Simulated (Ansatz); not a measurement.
## Nudged elastic band run: BClH5N2

Input file:

```yaml
crystal:
  periodic: [false, false, false]
  atoms:
    - { symbol: B, position_ang: [0.16884, 0.613775, -0.115826] }
    - { symbol: H, position_ang: [0.213866, 1.648063, 0.498976] }
    - { symbol: "N", position_ang: [1.304192, 0.139935, -0.782983] }
    - { symbol: H, position_ang: [1.353998, -0.746995, -1.271981] }
    - { symbol: H, position_ang: [2.196574, 0.610922, -0.709535] }
    - { symbol: "N", position_ang: [-1.09467, -0.083408, -0.175636] }
    - { symbol: H, position_ang: [-1.937076, 0.300225, 0.235183] }
    - { symbol: H, position_ang: [-1.260908, -0.928033, -0.712748] }
    - { symbol: Cl, position_ang: [-0.944818, -1.554484, 1.874549] }
magnetization:
  spin_polarized: true
  initial_magnetization: 1
basis:
  gaussian: { orbitals: def2-SVP }
hamiltonian:
  xc: b3lyp
neb:
  order_check: false
  images: 3
  f_tol: 0.05
  max_iterations: 60
  climbing: false
  final_atoms:
    - { symbol: B, position_ang: [-0.01457867, 0.13254905, -0.06965931] }
    - { symbol: H, position_ang: [-0.02055069, 0.18130914, 1.20457717] }
    - { symbol: "N", position_ang: [1.25243954, 0.04495724, -0.66372294] }
    - { symbol: H, position_ang: [2.09324642, -0.055773, -0.11088104] }
    - { symbol: H, position_ang: [1.41249195, 0.01723978, -1.66406556] }
    - { symbol: "N", position_ang: [-1.2705697, 0.19290804, -0.6908154] }
    - { symbol: H, position_ang: [-2.1302662, 0.23936145, -0.16070482] }
    - { symbol: H, position_ang: [-1.40990727, 0.15208141, -1.69394821] }
    - { symbol: Cl, position_ang: [0.08769262, -0.90463311, 2.68921913] }
  initial_path:
    images:
      - { positions_ang: [[0.16884, 0.613775, -0.115826], [0.213866, 1.648063, 0.498976], [1.304192, 0.139935, -0.782983], [1.353998, -0.746995, -1.271981], [2.196574, 0.610922, -0.709535], [-1.09467, -0.083408, -0.175636], [-1.937076, 0.300225, 0.235183], [-1.260908, -0.928033, -0.712748], [-0.944818, -1.554484, 1.874549]] }
      - { positions_ang: [[0.08543401, 0.29915481, -0.0583867], [0.11927714, 0.72990601, 0.96372257], [1.31707027, 0.07347527, -0.79150117], [1.54775968, -0.82213415, -1.22074914], [2.01155797, 0.76879916, -0.84325971], [-1.22247689, 0.03231511, -0.45805976], [-1.99918142, -0.16889826, -0.24485837], [-1.41251771, 0.05894121, -0.98728086], [-0.44692504, -0.97155914, 2.48037214]] }
      - { positions_ang: [[0.00202801, -0.01546538, -0.0009474], [0.02468829, -0.18825098, 1.42846914], [1.32994853, 0.00701554, -0.80001935], [1.74152135, -0.89727331, -1.16951727], [1.82654195, 0.92667632, -0.97698442], [-1.35028378, 0.14803821, -0.74048353], [-2.06128685, -0.63802153, -0.72489974], [-1.56412742, 1.04591541, -1.26181371], [0.05096791, -0.38863429, 3.08619527]] }
      - { positions_ang: [[-0.00627533, 0.05854184, -0.03530336], [0.0020688, -0.00347092, 1.31652315], [1.29119404, 0.02598639, -0.73187115], [1.91738388, -0.47652315, -0.64019916], [1.61951695, 0.47195805, -1.32052499], [-1.31042674, 0.17047313, -0.71564946], [-2.09577652, -0.19933004, -0.44280228], [-1.48701734, 0.59899841, -1.47788096], [0.06933027, -0.6466337, 2.8877072]] }
      - { positions_ang: [[-0.01457867, 0.13254905, -0.06965931], [-0.02055069, 0.18130914, 1.20457717], [1.25243954, 0.04495724, -0.66372294], [2.09324642, -0.055773, -0.11088104], [1.41249195, 0.01723978, -1.66406556], [-1.2705697, 0.19290804, -0.6908154], [-2.1302662, 0.23936145, -0.16070482], [-1.40990727, 0.15208141, -1.69394821], [0.08769262, -0.90463311, 2.68921913]] }
```

Command:

```bash
$ ansatz run input.yaml --threads 2 --pin off --max-ram 3072MiB --backend cpu --events-out ev --progress --plain --runs-dir out
```

Output, in part (warnings, iteration lines, the closing report on the highest movable image, with atoms numbered from 0):

```
NEB end point (image 0): max|allowed force component| = 1.173e-2 eV/Å (the criterion of neb.relax_end_points is 1.000e-2)
NEB end point (image 4): max|allowed force component| = 9.082e-3 eV/Å (the criterion of neb.relax_end_points is 1.000e-2)
NEB iter   1: max|band force component| = 1.072e2 eV/Å  barrier→ = 18.1126 eV  barrier← = 17.8176 eV  Δτ_max = 0.2000 Å  (261 SCF iters)
NEB iter   2: max|band force component| = 3.136e1 eV/Å  barrier→ = 4.7711 eV  barrier← = 4.4761 eV  Δτ_max = 0.2000 Å  (113 SCF iters)
NEB iter   3: max|band force component| = 1.916e1 eV/Å  barrier→ = 2.5992 eV  barrier← = 2.3042 eV  Δτ_max = 0.1965 Å  (116 SCF iters)
NEB iter   4: max|band force component| = 7.535e0 eV/Å  barrier→ = 0.9673 eV  barrier← = 0.6723 eV  Δτ_max = 0.1991 Å  (113 SCF iters)
NEB iter   5: max|band force component| = 3.101e0 eV/Å  barrier→ = 0.6464 eV  barrier← = 0.3514 eV  Δτ_max = 0.1963 Å  (115 SCF iters)
NEB iter   6: max|band force component| = 1.225e0 eV/Å  barrier→ = 0.5219 eV  barrier← = 0.2269 eV  Δτ_max = 0.1189 Å  (119 SCF iters)
NEB iter   7: max|band force component| = 3.877e-1 eV/Å  barrier→ = 0.4858 eV  barrier← = 0.1908 eV  Δτ_max = 0.1937 Å  (118 SCF iters)
NEB iter   8: max|band force component| = 4.793e-1 eV/Å  barrier→ = 0.4692 eV  barrier← = 0.1742 eV  Δτ_max = 0.0720 Å  (119 SCF iters)
NEB iter   9: max|band force component| = 1.912e-1 eV/Å  barrier→ = 0.4433 eV  barrier← = 0.1483 eV  Δτ_max = 0.0700 Å  (116 SCF iters)
NEB iter  10: max|band force component| = 1.098e-1 eV/Å  barrier→ = 0.4321 eV  barrier← = 0.1371 eV  Δτ_max = 0.1007 Å  (115 SCF iters)
NEB iter  11: max|band force component| = 1.487e-1 eV/Å  barrier→ = 0.4200 eV  barrier← = 0.1250 eV  Δτ_max = 0.0501 Å  (116 SCF iters)
NEB iter  12: max|band force component| = 9.353e-2 eV/Å  barrier→ = 0.4166 eV  barrier← = 0.1216 eV  Δτ_max = 0.0500 Å  (118 SCF iters)
NEB iter  13: max|band force component| = 5.784e-2 eV/Å  barrier→ = 0.4204 eV  barrier← = 0.1254 eV  Δτ_max = 0.0500 Å  (118 SCF iters)
NEB iter  14: max|band force component| = 5.493e-2 eV/Å  barrier→ = 0.4229 eV  barrier← = 0.1280 eV  Δτ_max = 0.0500 Å  (118 SCF iters)
NEB iter  15: max|band force component| = 5.320e-2 eV/Å  barrier→ = 0.4221 eV  barrier← = 0.1271 eV  Δτ_max = 0.0250 Å  (112 SCF iters)
NEB iter  16: max|band force component| = 3.115e-2 eV/Å  barrier→ = 0.4220 eV  barrier← = 0.1271 eV  Δτ_max = 0.0000 Å  (250 SCF iters)
Total energy: -16255.08610202 eV, -597.3633961562 hartree
Atom 0 at     0.055387    -0.076694    -0.116432 Å, force    -0.004947     0.064298     0.017271 eV/Å
Atom 1 at     0.127188    -0.372625     1.134613 Å, force     0.005764     0.135794     0.041615 eV/Å
Atom 2 at     1.271486     0.135283    -0.797610 Å, force     0.012061    -0.002307    -0.001571 eV/Å
Atom 3 at     1.467712    -0.167312    -1.740455 Å, force    -0.178143     0.094411    -0.287058 eV/Å
Atom 4 at     2.101393     0.464207    -0.329494 Å, force     0.170161    -0.143507     0.268432 eV/Å
Atom 5 at    -1.243534    -0.013625    -0.622860 Å, force     0.018312    -0.048987    -0.029478 eV/Å
Atom 6 at    -2.047116    -0.193490    -0.033781 Å, force    -0.005335    -0.059402    -0.031733 eV/Å
Atom 7 at    -1.468233     0.387056    -1.526931 Å, force    -0.014132    -0.046934    -0.006981 eV/Å
Atom 8 at    -0.264286    -0.162800     2.872949 Å, force    -0.003741     0.006634     0.029504 eV/Å
Dipole moment:     0.064781     0.084287    -0.943822 e Å
```

The run converged. No image climbed, so the highest image needn't sit at the top of the path. A band with more images between the same ends climbed to 0.65 eV, so this one has probably stepped over the top. So few images can step over the top or miss a turn of the path.

Final band:

| image | path coordinate (Å) | energy (kcal/mol) |
| --- | --- | --- |
| 0 | 0.00 | 0.0 |
| 1 | 1.85 | 8.7 |
| 2 | 3.70 | 9.7 |
| 3 | 5.55 | 9.7 |
| 4 | 7.40 | 6.8 |

Time of the run: 2.5 min on 2 threads of Arm Neoverse V1, on a shared host, peak memory 0.22 GiB.
